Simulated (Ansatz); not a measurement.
Born–Oppenheimer molecular dynamics of F4H2W (7 atoms, charge 0, multiplicity 1). It starts from a relaxed structure.

The calculation used RKS LDA/def2-SVP in Ansatz.

```json
{
  "ensemble": "NVT, Langevin thermostat",
  "time step": "1 fs",
  "steps asked": "166",
  "set temperature": "1000 K",
  "friction": "0.001 /fs",
  "temperature schedule": "41 steps to 1000 K, then 125 steps to 3000 K",
  "seed": "619613"
}
```

First frame:

```xyz
7
Properties=species:S:1:pos:R:3
W 0.141 0.000 0.141
F -0.730 0.000 1.813
F 1.813 0.000 -0.730
F 0.325 1.807 0.325
H -1.512 0.000 -0.232
F 0.325 -1.807 0.325
H -0.232 0.000 -1.512
```

**Question.** How far do the bonds stretch over the last three quarters of this one trajectory? (Pairs bonded in most of those frames.)

**Answer.** 
```csv
bond,mean (Å),spread (Å),shortest,longest
W1–F2,1.859,0.042,1.79,1.95
W1–F3,1.852,0.038,1.76,1.90
W1–F4,1.873,0.062,1.73,1.96
W1–H5,1.705,0.037,1.62,1.78
W1–F6,1.877,0.065,1.79,2.00
W1–H7,1.702,0.060,1.60,1.80
```

Mean temperature of the second half: 894 K. The schedule's set-point averaged 2336 K over the second half and the system 894 K, so it lags behind the ramp. A run of 0.17 ps of so small a system gives no equilibrium averages.

The run took 4.1 min on 2 threads of Intel(R) Xeon(R) Platinum 8259CL CPU @ 2.50GHz (Skylake/Cascade Lake) (shared host), peak memory 0.15 GiB.
